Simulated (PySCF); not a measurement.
One molecule, one basis, several functionals.

Species: C2H7FOSi2.
SMILES: `O[Si@H]1C[Si@@H](F)C1`

Torsions of this conformer, `[OH:1][Si@H:2]1[CH2:3][Si@@H:4]([F:5])[CH2:6]1`: H–O1–Si2–C3 -49°.

PySCF, pcSseg-1 basis, density fitting, gas phase, PBE0-D3(BJ)/def2-SVP geometry. One functional is left out:

```csv
functional,exact exchange (%),HOMO energy (eV),LUMO energy (eV),dipole moment (D)
B97-D,0,-6.74,-0.44,1.569
BLYP,0,-6.59,-0.45,1.518
BP86,0,-6.86,-0.66,1.545
LDA,0,-6.88,-0.83,1.622
OPBE,0,-6.74,-0.49,1.540
PBE,0,-6.75,-0.61,1.529
B3LYP,20,-7.86,0.11,1.698
PBE0,25,-8.08,0.30,1.743
mPW1PW91,25,-8.12,0.30,1.764
BHandHLYP,50,-9.27,1.31,1.894
```

Problem. Predict the row of B97-2 (21 % exact exchange) by straight lines through the other rows, and check it.

Solution. 
| property | line | computed | computed − line | B3LYP (20 %), for comparison |
| --- | --- | --- | --- | --- |
| HOMO energy (eV) | -7.85 | -7.85 | 0.00 | -7.86 |
| LUMO energy (eV) | 0.19 | 0.30 | +0.11 | 0.11 |
| dipole moment (D) | 1.706 | 1.740 | +0.034 | 1.698 |

Problem. Which of these properties follows the share of exact exchange most closely, and which least?

Solution. Most closely the HOMO energy, least the dipole moment; the correlations over the tabulated rows are HOMO energy -0.995, LUMO energy 0.984, dipole moment 0.971. The HOMO energy moves by -0.513 eV for every 10 %. Functionals with the same share still differ in their other parts: at 0 % BLYP and LDA differ by 0.29 eV in it.
